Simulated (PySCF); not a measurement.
Species: C6H6OS.
Bonds: C1–C2, C2–O3 (double), C2–C4, C4–C5 (aromatic), C5–C6 (aromatic), C6–C7 (aromatic), C7–S8 (aromatic), C4–S8 (aromatic). Hydrogens: H9, H10, H11 on C1; H12 on C5; H13 on C6; H14 on C7.

All values: PBE0/def2-SVPD (PySCF, non-relativistic), on one gas-phase PBE0-D3(BJ)/def2-SVP geometry that isn't relaxed in the solvent. The solvent is an IEF-PCM continuum (cavity from Bondi-type radii × 1.2), and excitations are vertical TDDFT with non-equilibrium linear response and a frozen core. The model holds no explicit solvent molecules, cavitation or dispersion.

Gas-phase singlets (H = HOMO, L = LUMO):

```json
{"state": "S1", "E (eV)": "3.829", "λ (nm)": "324", "f": "0.000", "leading configurations": "H-1→L 95%"}
{"state": "S2", "E (eV)": "4.831", "λ (nm)": "257", "f": "0.224", "leading configurations": "H→L 83%, H-2→L 13%"}
{"state": "S3", "E (eV)": "5.028", "λ (nm)": "247", "f": "0.072", "leading configurations": "H-2→L 82%, H→L 14%"}
{"state": "S4", "E (eV)": "6.266", "λ (nm)": "198", "f": "0.002", "leading configurations": "H→L+2 94%"}
{"state": "S5", "E (eV)": "6.472", "λ (nm)": "192", "f": "0.000", "leading configurations": "H-1→L+1 82%"}
```

Q: What are the lowest 5 singlets in chloroform (ε = 4.711)?

A: 
```tsv
state	E (eV)	λ (nm)	f	leading configurations	change by rank (eV)
S1	3.966	313	0.000	H-2→L 95%	+0.137
S2	4.684	265	0.300	H→L 86%, H-1→L 10%	-0.147
S3	4.919	252	0.100	H-1→L 85%, H→L 11%	-0.109
S4	6.383	194	0.002	H→L+2 95%	+0.117
S5	6.574	189	0.000	H-1→L+2 92%	+0.102
```

Q: What are the lowest 5 singlets in dimethylsulfoxide (ε = 46.83)?

A: 
```csv
state,E (eV),λ (nm),f,leading configurations,change by rank (eV)
S1,4.024,308,0.000,H-2→L 95%,+0.195
S2,4.654,266,0.301,"H→L 86%, H-1→L 11%",-0.177
S3,4.892,253,0.105,"H-1→L 86%, H→L 11%",-0.136
S4,6.442,192,0.002,H→L+2 95%,+0.176
S5,6.617,187,0.000,H-1→L+2 93%,+0.145
```

Q: The ground-state energy changes by -0.275 eV from gas to dimethylsulfoxide. By how much does the total energy of gas-phase S2 change?

A: E(S2) = E(S0) + excitation energy, so it changes by -0.275 − 0.177 = -0.452 eV: it is lowered more than the ground state, which is what a red shift means. This is the vertical state, with the slow part of the continuum still set for S0.

Q: How do the frontier levels move from gas to dimethylsulfoxide?

A: 
```csv
orbital,gas (eV),solvent (eV),change (eV),"Löwdin shares, gas","Löwdin shares, solvent"
LUMO+2,0.30,0.55,+0.25,"S8 64 %, C7 9 %, C4 9 %, H14 6 %","S8 63 %, C4 10 %, C7 9 %, H14 4 %"
LUMO+1,0.28,0.37,+0.09,"C6 26 %, C7 17 %, C2 12 %, S8 10 %","C6 25 %, C7 18 %, C2 12 %, S8 11 %"
LUMO,-1.89,-1.91,-0.02,"C2 17 %, O3 17 %, C7 14 %, S8 14 %","C2 19 %, O3 17 %, C7 14 %, C5 13 %"
HOMO,-7.32,-7.28,+0.04,"C4 26 %, C7 25 %, C5 13 %, C6 12 %","C4 26 %, C7 26 %, C6 14 %, C5 11 %"
HOMO-1,-7.53,-7.64,-0.11,"O3 65 %, C2 11 %, C1 10 %, C4 8 %","S8 42 %, C5 20 %, C6 19 %, C7 8 %"
HOMO-2,-7.73,-7.75,-0.02,"S8 42 %, C6 20 %, C5 18 %, C7 8 %","O3 63 %, C2 12 %, C1 11 %, C4 8 %"
HOMO-3,-10.19,-10.05,+0.14,"S8 56 %, C4 9 %, C5 8 %, C7 8 %","S8 57 %, C4 8 %, C7 8 %, C5 7 %"
```

The HOMO–LUMO gap goes from 5.42 to 5.37 eV. Rows go by rank; for HOMO-2, HOMO-1 and HOMO the atom shares or the degeneracy differ between the runs, so the row needn't follow one orbital.

The values belong to the conformer `[CH3:1][C:2](=[O:3])[c:4]1[cH:5][cH:6][cH:7][s:8]1`: C1–C2–C4–C5 180°.
